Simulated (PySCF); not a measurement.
## Pb₃: fields on a plane

Level of theory: PBE0 in PySCF with Pb def2-TZVP with ECP60; scalar-relativistic core potentials, no spin–orbit coupling; density-fitted integrals.

The singlet minimum has Pb–Pb 2.804 Å (×2), Pb–Pb 3.501 Å; Pb–Pb–Pb 51.4° (×2), Pb–Pb–Pb 77.3°.

The plane holds Pb1 at (0.00, 0.00), Pb2 at (2.80, 0.00), Pb3 at (0.62, 2.73) Å. Columns run from x = -1.95 to 5.25 Å, rows from y = 4.95 (top) to -1.95 Å, in steps of 0.3 Å. Other isomers or separated fragments may lie lower. Core electrons replaced by a potential are absent, the electrostatic potential uses the reduced nuclear charge, and values within about 0.7 Å of such atoms have no physical meaning.

Question: Give the electrostatic potential (V) (cut at 20 V). Lower edges of the bins (V): '0' -0.27, '1' -0.15, '2' 0.04, '3' 0.34, '4' 0.82, '5' 1.57, '6' 2.77, '7' 4.67, '8' 7.68, '9' 12.44; top 20.0.

Answer: 
```
2222222222222222222222222
2222233333333333322222222
2223344455444333333322222
2333456677665443333332222
2334567899876554433333222
2345679999998654443333322
3345789999999765443333322
2346799999999765444333332
2345799999999765444433332
1235789999998765544443332
1134679999997655555443332
0123567899876556665544332
0124577887765667777654332
0245789988656789998764332
2357999999767899999865432
2468999999878999999975432
3579999999988999999975422
3579999999988999999975321
3568999999878999999975321
3467999999767899999864321
3456789987656789998654221
2345667765444677776543221
2234455443223456655433221
2223333321012344444332221
```

Question: Give the highest occupied orbital (Å^-3/2) at -5.15 eV (cut at ±0.3; overall sign arbitrary). Lower edges of the bins (Å^-3/2): '0' -0.278, '1' -0.222, '2' -0.166, '3' -0.111, '4' -0.055, '5' 0.001, '6' 0.057, '7' 0.113, '8' 0.168, '9' 0.224; top 0.28.

Answer: 
```
5555555556655555555555554
5555555666666555555555554
4555556667766655555555544
4455556677777665555555544
4445556678887766555555444
4444455667888766555554444
4444445421588766555544444
4443334543267765555444444
4433334775356665554444444
4332222586455555444444444
3332111234445554444444444
3322100112344544433334444
3321100112344444332333344
3221000123455544322223344
3221013334556554321122334
3221149855666655751112334
3321277525787633593112334
3332354206888720583112334
4433454248999752453223334
4444567789998875543333344
4445567899888776544333444
4455667888877766544444444
5555566777777666554444444
5555566666666665554444444
```

No spin–orbit coupling is included, which matters more the heavier the element.
